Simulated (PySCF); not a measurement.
Ag2, SMILES [Ag][Ag], multiplicity 1.

Geometry optimised at PBE0-D3(BJ)/def2-TZVPD. The spin state was assumed, not searched. The def2 effective core potentials stand for the cores of Ag; spin–orbit coupling is left out.

Two levels are set side by side: TDA-PBE/def2-TZVPD (PySCF) and TDA-M06-2X/def2-TZVPD (PySCF). Vertical, same geometry. The lowest singlet is HOMO→LUMO 88 % with PBE and HOMO→LUMO 94 % with the other functional; states are paired by order. Differences are taken from unrounded values.

```
quantity                               TDA-M06-2X
-------------------------------------  ----------
lowest singlet excitation (eV)               3.22
lowest triplet excitation (TDA) (eV)         1.33
first bright state (f over 0.05) (eV)        3.22
its oscillator strength                      0.79
```

What does TDA-PBE give, and how far is it from TDA-M06-2X? (The exact figures need the calculation; the answer reports its results.)


```csv
quantity,TDA-PBE,TDA-PBE minus TDA-M06-2X
lowest singlet excitation (eV),3.36,0.15
lowest triplet excitation (TDA) (eV),1.75,0.41
first bright state (f over 0.05) (eV),3.36,0.15
its oscillator strength,0.54,-0.25
```

Rough cost on one machine, each run with all the roots and properties that it gave: TDA-M06-2X against TDA-PBE about 6 times.
